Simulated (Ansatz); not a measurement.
Reaction (redistribution): `B[O][AlH][NH2]` + `N[Si](N)(O)O` → `B[O][AlH][OH]` + `N[Si](N)(N)O`

Computed with Ansatz on PBE0-D4/def2-TZVP structures; ΔE is electronic, products minus reactants. CCSD(T)/CBS adds triple-zeta CCSD(T) − MP2 to the extrapolated MP2 energy (def2 sets, frozen cores). DFT in def2-TZVPP. B3LYP here is the variant with VWN-RPA as its local correlation; programs differ in this. HSE06 is defined as in plane-wave codes. Each species was taken in one conformer, which may not be the lowest.

| level | ΔE (kJ/mol) | difference from CCSD(T)/CBS |
| --- | --- | --- |
| LDA (SPW92) | 3.0 | 1.7 |
| revPBE-D4 | -0.6 | -1.9 |
| BLYP-D4 | 0.8 | -0.5 |
| r2SCAN-D4 | 2.9 | 1.6 |
| B97M-V | 3.6 | 2.3 |
| PBE0-D4 | 2.3 | 1.0 |
| B3LYP-D4 | 2.3 | 1.0 |
| r2SCANh-D4 | 3.2 | 1.9 |
| r2SCAN0-D4 | 3.6 | 2.3 |
| HSE06-D4 | 2.4 | 1.1 |
| BHLYP-D4 | 3.8 | 2.5 |
| CAM-B3LYP-D4 | 3.3 | 2.0 |
| ωB97X-V | 2.5 | 1.2 |
| ωB97M-V | 2.3 | 1.0 |
| B2PLYP | 1.9 | 0.6 |
| PBE-QIDH | 1.9 | 0.6 |
| PBE | 1.8 | 0.5 |
| revPBE | 1.8 | 0.5 |
| BLYP | 2.5 | 1.2 |
| r2SCAN | 3.1 | 1.8 |
| PBE0 | 3.0 | 1.7 |
| r2SCANh | 3.4 | 2.1 |
| r2SCAN0 | 3.8 | 2.5 |
| HSE06 | 3.1 | 1.8 |
| BHLYP | 4.7 | 3.4 |
| CAM-B3LYP | 4.0 | 2.7 |
| RPA@PBE/def2-TZVPP | 0.0 | -1.3 |
| HF/def2-SVP | 6.0 | 4.7 |
| MP2/def2-SVP | 0.3 | -1.0 |
| CCSD/def2-SVP | 1.7 | 0.4 |
| HF/def2-TZVPP | 6.9 | 5.6 |
| MP2/def2-TZVPP | -0.8 | -2.1 |
| SCS-MP2/def2-TZVPP | 0.2 | -1.1 |
| CCSD/def2-TZVPP | 1.6 | 0.3 |
| CCSD(T)/def2-TZVPP | 0.7 | -0.6 |
| MP2/def2-QZVPP | -0.3 | -1.6 |
| SCS-MP2/def2-QZVPP | 0.7 | -0.6 |
| HF/CBS(def2) | 7.2 | 5.9 |
| MP2/CBS(def2) | -0.1 | -1.4 |
| CCSD/CBS(def2) | 2.2 | 0.9 |
| CCSD(T)/CBS | 1.3 | 0 |

What do rigid-rotor, harmonic-oscillator terms from PBE0-D4/def2-TZVP frequencies (298.15 K, 1 bar) make of the CCSD(T)/CBS value? (An estimate is asked.)

The calculation gave: ΔZPE = +2.9 kJ/mol, ΔH = +2.4 kJ/mol, ΔS = -17 J/(mol·K), ΔG = +7.6 kJ/mol.

Largest T1 diagnostic among the species: 0.014.

In def2-TZVPP, CCSD(T) changes the Hartree–Fock value by −6.2 kJ/mol (the triples alone add −0.9 kJ/mol) and MP2 by −7.6 kJ/mol. Leaving LDA and LC-ωPBE aside and taking each functional with its dispersion term where it has one, the values spread over 4.4 kJ/mol, from revPBE-D4 to BHLYP-D4.
